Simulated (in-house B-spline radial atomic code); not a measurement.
Inner levels of terbium as electrons are removed. A shift is the extra binding of the orbital against the neutral atom ([Xe] 4f9 6s2). The density at the nucleus is averaged over the nuclear charge. Computed with an all-electron radial atomic-structure program (B-spline basis): Dirac-Hartree-Fock, average of the configuration, finite nuclei.

| ion | configuration | shift of 2p3/2 (eV) | shift of 4p3/2 (eV) | shift of 3d5/2 (eV) | radius of 2p3/2 (bohr) | radius of 4p3/2 (bohr) | radius of 3d5/2 (bohr) | Σ<r²> (bohr²) | change of density at nucleus (bohr⁻³) |
| --- | --- | --- | --- | --- | --- | --- | --- | --- | --- |
| Tb13+ | [Kr] 4d10 4f4 5s2 | 271.88 | 260.29 | 273.68 | 0.082898 | 0.56945 | 0.21768 | 12.736 | 469.88 |
| Tb14+ | [Kr] 4d10 4f5 | 288.27 | 275.57 | 287.82 | 0.082887 | 0.57074 | 0.21765 | 10.558 | -492.18 |
| Tb15+ | [Kr] 4d10 4f4 | 325.29 | 309.46 | 325.72 | 0.082892 | 0.56715 | 0.21759 | 9.8185 | -455.78 |
| Tb16+ | [Kr] 4d10 4f3 | 364.06 | 344.5 | 365.4 | 0.082898 | 0.56339 | 0.2175 | 9.1458 | -414.65 |
| Tb17+ | [Kr] 4d10 4f2 | 404.55 | 380.64 | 406.79 | 0.082904 | 0.55948 | 0.2174 | 8.5298 | -368.82 |
| Tb18+ | [Kr] 4d10 4f1 | 446.72 | 417.83 | 449.85 | 0.082911 | 0.55545 | 0.21728 | 7.9626 | -318.25 |
| Tb19+ | [Kr] 4d10 | 490.54 | 456.04 | 494.53 | 0.082918 | 0.55133 | 0.21714 | 7.4378 | -263.01 |
| Tb20+ | [Kr] 4d9 | 540.51 | 493.89 | 541.55 | 0.082909 | 0.54734 | 0.21722 | 6.9564 | -169.64 |
| Tb21+ | [Kr] 4d8 | 591.68 | 532.34 | 589.56 | 0.082899 | 0.54338 | 0.21697 | 6.4949 | -72.361 |
| Tb22+ | [Kr] 4d7 | 644.05 | 571.39 | 638.56 | 0.082889 | 0.53947 | 0.21671 | 6.052 | 28.831 |
| Tb23+ | [Kr] 4d6 | 697.6 | 611.02 | 688.54 | 0.082877 | 0.53561 | 0.21643 | 5.6265 | 133.93 |
| Tb24+ | [Kr] 4d5 | 752.33 | 651.23 | 739.48 | 0.082865 | 0.53178 | 0.21613 | 5.2176 | 242.92 |
| Tb25+ | [Kr] 4d4 | 808.23 | 692.02 | 791.38 | 0.082853 | 0.528 | 0.21582 | 4.8242 | 355.82 |
| Tb26+ | [Kr] 4d3 | 865.31 | 733.38 | 844.24 | 0.08284 | 0.52426 | 0.21549 | 4.4455 | 472.62 |
| Tb27+ | [Kr] 4d2 | 923.55 | 775.32 | 898.04 | 0.082826 | 0.52057 | 0.21515 | 4.0808 | 593.33 |
| Tb28+ | [Kr] 4d1 | 982.96 | 817.82 | 952.79 | 0.082811 | 0.51692 | 0.2148 | 3.7293 | 717.93 |
| Tb29+ | [Ar] 3d10 4s2 4p6 | 1043.52 | 860.89 | 1008.47 | 0.082795 | 0.51331 | 0.21443 | 3.3904 | 846.43 |
| Tb30+ | [Ar] 3d10 4s2 4p5 | 1105.34 | 905.7 | 1065.17 | 0.082781 | 0.50932 | 0.21405 | 3.0709 | 963.14 |
| Tb31+ | [Ar] 3d10 4s2 4p4 | 1168.07 | 950.96 | 1122.59 | 0.082764 | 0.50572 | 0.21367 | 2.7599 | 1082.16 |
| Tb32+ | [Ar] 3d10 4s2 4p3 | 1231.69 | 996.7 | 1180.72 | 0.082746 | 0.50218 | 0.21329 | 2.4572 | 1203.45 |
| Tb33+ | [Ar] 3d10 4s2 4p2 | 1296.2 | 1042.9 | 1239.56 | 0.082728 | 0.49871 | 0.21289 | 2.1624 | 1326.98 |
| Tb34+ | [Ar] 3d10 4s2 4p1 | 1361.6 | 1089.58 | 1299.1 | 0.082709 | 0.49529 | 0.21249 | 1.8753 | 1452.79 |
